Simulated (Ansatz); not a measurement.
cyclobutene (C4H6), singlet, geometry from GFN2-xTB; MP2/STO-3G (Ansatz, a first-principles code).

Input for Ansatz:
Ansatz 0.2 input:
```yaml
crystal:
  periodic: [false, false, false]
  atoms:
    - {symbol: C, position_ang: [0.00522404, -0.65803470, 0.81160491]}
    - {symbol: C, position_ang: [0.00258559, 0.67078963, 0.80110802]}
    - {symbol: C, position_ang: [-0.00181609, -0.78077129, -0.68679068]}
    - {symbol: C, position_ang: [-0.00489486, 0.76981077, -0.69903932]}
    - {symbol: H, position_ang: [0.01043100, -1.40624811, 1.58354624]}
    - {symbol: H, position_ang: [0.00479724, 1.43111936, 1.56113280]}
    - {symbol: H, position_ang: [-0.89062366, -1.24422161, -1.11243761]}
    - {symbol: H, position_ang: [0.88461218, -1.24076490, -1.12106160]}
    - {symbol: H, position_ang: [0.87971347, 1.22640274, -1.14055069]}
    - {symbol: H, position_ang: [-0.89552237, 1.22294603, -1.13192670]}
basis:
  gaussian:
    orbitals: STO-3G
magnetization: {spin_polarized: false}
correlation: {method: mp2}
```

It wrote (shortened):

```
Functional definition: HF
365 factors; integrals over basis functions are off by at most 3.9e-5 eV
mean field evaluation 1: about -4163.4895 eV, gradient 1.3e1 eV
mean field evaluation 2: about -4163.6838 eV, gradient 1.3e1 eV
mean field evaluation 4: about -4164.4017 eV, gradient 5.1e-1 eV
mean field evaluation 8: about -4164.4021 eV, gradient 8.2e-7 eV
mean field -4164.40205096 eV, -153.0389526396 hartree, gradient 4.3e-7 eV, S^2 0.000000; 0 other end points of the search recorded, 0 dependent functions left out; unrestricted orbitals would lower it
mean field evaluation 16: about -4164.4943 eV, gradient 1.1e-1 eV
4 core orbitals not correlated
reference -4164.40205096 eV, -153.0389526396 hartree; 11, 11 occupied and 11, 11 virtual orbitals, 365 factors
second order -6.02999821 eV of doubles, -0.00000000 eV of singles
Total energy: -4170.43204917 eV, -153.2605509866 hartree
```
